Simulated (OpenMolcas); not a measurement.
## F⁶⁺: effect of the basis set

```
Program             : OpenMolcas
Method              : SS-CASPT2, IPEA 0.25 Eh, imaginary shift 0.1 Eh (closed shells correlated: 1s)
Active space        : 1 electron in 4 orbitals (2s 2p)
State averaging     : 2S+1 = 2 even, 1 root; 2S+1 = 2 odd, 3 roots
Spin-orbit coupling : state interaction with AMFI integrals over the reference wave functions, term energies averaged over their components
```

A. ANO-RCC-VDZP [3s2p1d], DKH2, point nucleus; CASPT2 step roughly 0.7 core-seconds
B. ANO-L-VTZP [4s3p2d1f], non-relativistic, point nucleus; CASPT2 step of the order of 0.6 core-seconds
C. ANO-RCC-VTZP [4s3p2d1f], DKH2, point nucleus; CASPT2 step about 0.7 core-seconds
D. ANO-R2 [4s4p2d1f], X2C, finite nucleus; CASPT2 step of the order of 0.8 core-seconds
E. ANO-R3 [4s4p2d1f], X2C, finite nucleus; CASPT2 step about 0.5 core-seconds
F. ANO-RCC-VQZP [5s4p3d2f1g], DKH2, point nucleus; CASPT2 step roughly 0.6 core-seconds

Energies in cm⁻¹ above 2s ²S_1/2.

| Level | A | B | C | D | E | F |
| --- | --- | --- | --- | --- | --- | --- |
| 2s ²S_1/2 | 0.0 | 0.0 | 0.0 | 0.0 | 0.0 | 0.0 |
| 2p ²P°_1/2 | 151945 | 112066 | 113720 | 112702 | 112702 | 112707 |
| 2p ²P°_3/2 | 152569 | 112975 | 114613 | 113634 | 113634 | 113654 |

Among A to F the level of the table that moves most is 2p ²P°_1/2, by 40000 cm-1 (lowest in B, highest in A).

With one active electron, CASPT2 adds the correlation within the correlated inactive shells and between them and that electron, and leaves the splitting within a term as the reference gives it. The basis is small and was not contracted for so high a charge (holds for A). Levels of configurations outside the active space are missing.

° marks odd parity.
